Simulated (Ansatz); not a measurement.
Ansatz (a program for electronic structure) input:

Ansatz 0.2 input:
```yaml
crystal:
  periodic: [false, false, false]
  atoms:
    - {symbol: Zr, position_ang: [0.03250275, -0.07029494, -0.15570590]}
    - {symbol: O, position_ang: [-1.36755134, -1.07308822, 0.15021540]}
    - {symbol: F, position_ang: [-0.45315438, 1.79110751, -0.44991661]}
    - {symbol: F, position_ang: [1.52429891, -0.52482938, 1.00841802]}
basis:
  gaussian:
    orbitals: def2-TZVPD
hamiltonian:
  xc: {name: r2SCAN}
total_charge: -1
magnetization: {spin_polarized: true, initial_magnetization: 1}
```

### Question
What final total energy does it print?

### Answer
-322.26063 Eh (r2SCAN/def2-TZVPD). The basis has 160 functions.

This state (charge -1, doublet) is run at the relaxed geometry of the species with charge 0 and multiplicity 1.
